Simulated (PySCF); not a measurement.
PySCF input (BP86/6-31G* with LANL2DZ past Ar (5d)):

```python
from pyscf import gto, dft

mol = gto.M(
    atom='''
    In    0.00000000   -0.00000000    0.00000000
    F    -1.65023800   -1.00267600    0.05747100
    F     0.02001500    1.78584200   -0.73642000
    F     1.63022200   -0.78316600    0.67894900
    ''',
    basis={'default': '6-31g*', 'In': 'lanl2dz'},
    ecp={'In': 'lanl2dz'},
    charge=0,
    spin=0,
    verbose=4,
)

mf = dft.RKS(mol, xc='bp86')
mf.grids.level = 3
mf.conv_tol = 1e-9
mf.max_cycle = 100
mf.max_memory = 1500
mf.kernel()
if not mf.converged:
    mf = mf.newton()
    mf.kernel(mf.make_rdm1())
mf.dip_moment()
```

Output:

```
PySCF version 2.14.0

[INPUT] verbose = 4
[INPUT] num. atoms = 4
[INPUT] num. electrons = 30
[INPUT] charge = 0
[INPUT] spin (= nelec alpha-beta = 2S) = 0
[INPUT] symmetry False subgroup None
[INPUT] Mole.unit = angstrom
[INPUT] Symbol           X                Y                Z      unit          X                Y                Z       unit  Magmom
[INPUT]  1 In     0.000000000000   0.000000000000   0.000000000000 AA    0.000000000000   0.000000000000   0.000000000000 Bohr   0.0
[INPUT]  2 F     -1.650238000000  -1.002676000000   0.057471000000 AA   -3.118497860350  -1.894783031674   0.108604450105 Bohr   0.0
[INPUT]  3 F      0.020015000000   1.785842000000  -0.736420000000 AA    0.037822868383   3.374752281746  -1.391632112652 Bohr   0.0
[INPUT]  4 F      1.630222000000  -0.783166000000   0.678949000000 AA    3.080673102241  -1.479969250071   1.283027662547 Bohr   0.0

nuclear repulsion = 60.6187859774096
number of shells = 22
number of NR pGTOs = 93
number of NR cGTOs = 50
basis = {'default': '6-31g*', 'In': 'lanl2dz'}
ecp = {'In': 'lanl2dz'}

******** <class 'pyscf.dft.rks.RKS'> ********
method = RKS
initial guess = minao
damping factor = 0
level_shift factor = 0
DIIS = <class 'pyscf.scf.diis.CDIIS'>
diis_start_cycle = 1
diis_space = 8
diis_damp = 0
SCF conv_tol = 1e-09
SCF conv_tol_grad = None
SCF max_cycles = 100
direct_scf = True
direct_scf_tol = 1e-13
XC library pyscf.dft.libxc version 7.1.2
    S. Lehtola, C. Steigemann, M. J. T. Oliveira, and M. A. L. Marques,  SoftwareX 7, 1–5 (2018)
XC functionals = bp86
    A. D. Becke,  Phys. Rev. A 38, 3098 (1988)
    J. P. Perdew,  Phys. Rev. B 33, 8822 (1986)
    J. P. Perdew,  Phys. Rev. B 34, 7406–7406 (1986)
radial grids:
    Treutler-Ahlrichs [JCP 102, 346 (1995); DOI:10.1063/1.469408] (M4) radial grids

becke partition: Becke, JCP 88, 2547 (1988); DOI:10.1063/1.454033
pruning grids: <function nwchem_prune>
grids dens level: 3
symmetrized grids: False
atomic radii adjust function: <function treutler_atomic_radii_adjust>
small_rho_cutoff = 0
Set gradient conv threshold to 3.16228e-05
Initial guess from minao.
tot grids = 64664
init E= -292.735551966665
  HOMO = -0.426482499404315  LUMO = -0.0561986109448327  gap/eV = 10.07594
cycle= 1 E= -301.099632285729  delta_E= -8.36  |g|= 1.41  |ddm|=  2.2
  HOMO = -0.0926717948504963  LUMO = -0.00909599930121419  gap/eV = 2.27421
cycle= 2 E= -299.221704603386  delta_E= 1.88  |g|= 3.44  |ddm|=  3.1
  HOMO = -0.324354648323951  LUMO = -0.129797411826701  gap/eV = 5.29417
cycle= 3 E= -301.494216485612  delta_E= -2.27  |g|= 0.0846  |ddm|= 2.34
  HOMO = -0.304867327977422  LUMO = -0.132616152390259  gap/eV = 4.68719
cycle= 4 E= -301.496921001038  delta_E= -0.0027  |g|= 0.0491  |ddm|= 0.158
  HOMO = -0.308573990116245  LUMO = -0.135243639046013  gap/eV = 4.71656
cycle= 5 E= -301.497329001853  delta_E= -0.000408  |g|= 0.0107  |ddm|= 0.0231
  HOMO = -0.309212646515724  LUMO = -0.135352368489976  gap/eV = 4.73098
cycle= 6 E= -301.497349642218  delta_E= -2.06e-05  |g|= 0.00146  |ddm|= 0.00648
  HOMO = -0.309366221215141  LUMO = -0.135492086732967  gap/eV = 4.73136
cycle= 7 E= -301.497349856564  delta_E= -2.14e-07  |g|= 0.00077  |ddm|= 0.000899
  HOMO = -0.309379249508784  LUMO = -0.135500617982892  gap/eV = 4.73148
cycle= 8 E= -301.497349962988  delta_E= -1.06e-07  |g|= 0.000157  |ddm|= 0.000529
  HOMO = -0.30938712886908  LUMO = -0.135500916729125  gap/eV = 4.73168
cycle= 9 E= -301.49734996782  delta_E= -4.83e-09  |g|= 1.05e-06  |ddm|= 0.00011
  HOMO = -0.309386897219597  LUMO = -0.135500788171864  gap/eV = 4.73168
cycle= 10 E= -301.497349967821  delta_E= -6.82e-13  |g|= 4.11e-07  |ddm|= 8.36e-07
  HOMO = -0.309386873745934  LUMO = -0.135500773596348  gap/eV = 4.73168
Extra cycle  E= -301.497349967821  delta_E= 1.14e-13  |g|= 1.16e-06  |ddm|= 1.06e-06
converged SCF energy = -301.497349967821
Dipole moment(X, Y, Z, Debye):  0.00004, -0.00005,  0.00000
```

The geometry given is a B3LYP-D3(BJ)/def2-TZVP minimum.
